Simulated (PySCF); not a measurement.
sulfolane (C$_{4}$H$_{8}$O$_{2}$S), singlet, at a GFN2-xTB geometry; PySCF with CCSD(T)/STO-3G.

PySCF was given this input:
```python
from pyscf import gto, scf, cc

mol = gto.Mole()
mol.atom = '''
    O     1.599527    0.875451   -0.676870
    S     0.602141    0.398753    0.241387
    O     0.786503    0.704641    1.633386
    C    -1.066395    0.927887   -0.299577
    C    -1.607022   -0.314401   -0.972772
    C    -1.150763   -1.511876   -0.132773
    C     0.351035   -1.401616    0.012803
    H    -1.617656    1.197006    0.596054
    H    -0.960681    1.781152   -0.959337
    H    -2.694366   -0.288813   -1.053931
    H    -1.188259   -0.397225   -1.977514
    H    -1.442733   -2.450882   -0.604557
    H    -1.618134   -1.461242    0.852482
    H     0.753413   -1.918410    0.876248
    H     0.884786   -1.682331   -0.889848
'''
mol.basis = 'sto-3g'
mol.charge = 0
mol.spin = 0
mol.verbose = 4
mol.build()

mf = scf.RHF(mol)
mf.kernel()

mycc = cc.CCSD(mf, frozen=11)
mycc.kernel()
et = mycc.ccsd_t()
print('E(CCSD(T)) = %.10f' % (mycc.e_tot + et))
```

What the program printed (banner, timings and long lists left out):

```
PySCF version 2.14.0

[INPUT] verbose = 4
[INPUT] num. atoms = 15
[INPUT] num. electrons = 64
[INPUT] charge = 0
[INPUT] spin (= nelec alpha-beta = 2S) = 0
[INPUT] symmetry False subgroup None
[INPUT] Mole.unit = angstrom
[INPUT] Symbol           X                Y                Z      unit          X                Y                Z       unit  Magmom
[...]
nuclear repulsion = 431.159838308431
number of shells = 31
number of NR pGTOs = 141
number of NR cGTOs = 47
basis = sto-3g
ecp = {}

******** <class 'pyscf.scf.hf.RHF'> ********
method = RHF
initial guess = minao
damping factor = 0
level_shift factor = 0
DIIS = <class 'pyscf.scf.diis.CDIIS'>
diis_start_cycle = 1
diis_space = 8
diis_damp = 0
SCF conv_tol = 1e-09
SCF conv_tol_grad = None
SCF max_cycles = 50
direct_scf = True
direct_scf_tol = 1e-13
Set gradient conv threshold to 3.16228e-05
Initial guess from minao.
init E= -697.195840998788
[...]
cycle= 1 E= -694.500688310168  delta_E=  2.7  |g|= 0.817  |ddm|= 5.03
[...]
cycle= 2 E= -694.716459736997  delta_E= -0.216  |g|= 0.44  |ddm|=  2.2
[...]
cycle= 3 E= -694.780777875464  delta_E= -0.0643  |g|= 0.0753  |ddm|= 0.781
[...]
cycle= 4 E= -694.784275213898  delta_E= -0.0035  |g|= 0.0242  |ddm|= 0.189
[...]
cycle= 5 E= -694.784800933195  delta_E= -0.000526  |g|= 0.00637  |ddm|= 0.0924
[...]
cycle= 6 E= -694.784836985158  delta_E= -3.61e-05  |g|= 0.000688  |ddm|= 0.0286
[...]
cycle= 7 E= -694.784837288014  delta_E= -3.03e-07  |g|= 0.000176  |ddm|= 0.00194
[...]
cycle= 8 E= -694.784837319862  delta_E= -3.18e-08  |g|= 6.97e-05  |ddm|= 0.00064
[...]
cycle= 9 E= -694.784837326019  delta_E= -6.16e-09  |g|= 1.68e-05  |ddm|= 0.000367
[...]
cycle= 10 E= -694.784837326331  delta_E= -3.12e-10  |g|= 4.61e-06  |ddm|= 8.12e-05
[...]
Extra cycle  E= -694.784837326341  delta_E= -1.02e-11  |g|= 2.34e-06  |ddm|= 1.14e-05
converged SCF energy = -694.784837326341

******** <class 'pyscf.cc.ccsd.CCSD'> ********
CC2 = 0
CCSD nocc = 21, nmo = 36
frozen orbitals 11
max_cycle = 50
direct = 0
conv_tol = 1e-07
conv_tol_normt = 1e-05
diis_space = 6
diis_start_cycle = 0
diis_start_energy_diff = 1e+09
Init t2, MP2 energy = -695.108094062287  E_corr(MP2) -0.323256735945656
Init E_corr(CCSD) = -0.323256735948458
cycle = 1  E_corr(CCSD) = -0.3664937503751  dE = -0.0432370144  norm(t1,t2) = 0.109035
cycle = 2  E_corr(CCSD) = -0.393178688207531  dE = -0.0266849378  norm(t1,t2) = 0.0396328
cycle = 3  E_corr(CCSD) = -0.395351826768309  dE = -0.00217313856  norm(t1,t2) = 0.0259166
cycle = 4  E_corr(CCSD) = -0.40402607301178  dE = -0.00867424624  norm(t1,t2) = 0.0116082
cycle = 5  E_corr(CCSD) = -0.403668480467633  dE = 0.000357592544  norm(t1,t2) = 0.00217219
cycle = 6  E_corr(CCSD) = -0.403467763623642  dE = 0.000200716844  norm(t1,t2) = 0.000981958
cycle = 7  E_corr(CCSD) = -0.403470600100585  dE = -2.83647694e-06  norm(t1,t2) = 0.00021543
cycle = 8  E_corr(CCSD) = -0.403464927721339  dE = 5.67237925e-06  norm(t1,t2) = 8.51989e-05
cycle = 9  E_corr(CCSD) = -0.403467212775483  dE = -2.28505414e-06  norm(t1,t2) = 4.30906e-05
cycle = 10  E_corr(CCSD) = -0.403466241913389  dE = 9.70862094e-07  norm(t1,t2) = 1.53451e-05
cycle = 11  E_corr(CCSD) = -0.403467438630391  dE = -1.196717e-06  norm(t1,t2) = 7.28484e-06
cycle = 12  E_corr(CCSD) = -0.403467338696458  dE = 9.99339332e-08  norm(t1,t2) = 2.67077e-06
CCSD converged
E(CCSD) = -695.1883046650375  E_corr = -0.4034673386964577
CCSD(T) correction = -0.0145428895233816
E(CCSD(T)) = -695.2028475546
```
